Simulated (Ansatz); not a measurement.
Task: Name a neutral molecule of C, Cl, O, W and H with LUMO energy (PBE/def2-TZVPP) between -3.60 and -3.30 eV and HOMO–LUMO gap (PBE0/def2-TZVPP) between 4.95 and 5.25 eV (Ansatz, PBE0-D4/def2-TZVP geometry).

Result: `C[O][W]([OH])([OH])([Cl])([Cl])[O]C` (-3.52 eV, 5.19 eV). Other molecules can fit too; these were computed, each in one conformer that needn't be the lowest.
